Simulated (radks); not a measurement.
The numbers below are computed, except where a source is named.
All-electron atom: Lu XXXIV in [Kr] 4d2 (the NIST ground configuration). Level of theory: scalar-relativistic Kohn-Sham, r2SCAN, spin-polarised, spherical densities, finite nucleus; open shells are filled with parallel spins first (spin-orbit coupling, left out, can overturn this in heavy ions); meta-GGA in the generalised Kohn-Sham scheme; Fermi nuclear charge, rms radius 5.37 fm (a radial shooting solver on a logarithmic mesh with Libxc functionals).

Normalised radial functions P(r) = r R(r), r in bohr:

r	4p up	4d down
0.002097	0.0155	0.0001
0.002365	0.0189	0.0002
0.002666	0.0231	0.0003
0.00303	0.0286	0.0004
0.003417	0.0349	0.0005
0.003852	0.0426	0.0007
0.004343	0.0519	0.0010
0.004897	0.0632	0.0014
0.005521	0.0767	0.0019
0.006225	0.0930	0.0027
0.007019	0.1124	0.0037
0.007978	0.1371	0.0052
0.008995	0.1645	0.0072
0.01014	0.1966	0.0099
0.01143	0.2339	0.0135
0.01289	0.2765	0.0185
0.01454	0.3246	0.0252
0.01639	0.3781	0.0341
0.01848	0.4363	0.0461
0.021	0.5023	0.0630
0.02368	0.5656	0.0841
0.0267	0.6271	0.1114
0.0301	0.6828	0.1463
0.03394	0.7271	0.1904
0.03827	0.7534	0.2452
0.04315	0.7539	0.3120
0.04865	0.7206	0.3916
0.05529	0.6389	0.4907
0.06234	0.5128	0.5952
0.07029	0.3361	0.7072
0.07925	0.1119	0.8207
0.08936	-0.1495	0.9264
0.1007	-0.4291	1.0118
0.1136	-0.6988	1.0617
0.1281	-0.9228	1.0591
0.1456	-1.0668	0.9793
0.1641	-1.0740	0.8179
0.1851	-0.9314	0.5662
0.2086	-0.6335	0.2295
0.2352	-0.2011	-0.1727
0.2652	0.3181	-0.6065
0.2991	0.8538	-1.0272
0.3372	1.3224	-1.3819
0.3832	1.6634	-1.6317
0.4321	1.7825	-1.7113
0.4872	1.7013	-1.6355
0.5493	1.4580	-1.4268
0.6193	1.1219	-1.1331
0.6983	0.7717	-0.8141
0.7873	0.4707	-0.5249
0.8877	0.2520	-0.3010
1.009	0.1105	-0.1441
1.138	0.0433	-0.0622
1.283	0.0142	-0.0228
1.446	0.0038	-0.0069

4p up: eigenvalue -1495.9 eV, 2 radial nodes at r = 0.0836, 0.247 bohr, <r> = 0.448 bohr, 90 % of the charge inside 0.639 bohr. 4d down (empty): eigenvalue -1307.1 eV, 1 radial node at r = 0.224 bohr, <r> = 0.450 bohr, 90 % of the charge inside 0.654 bohr.
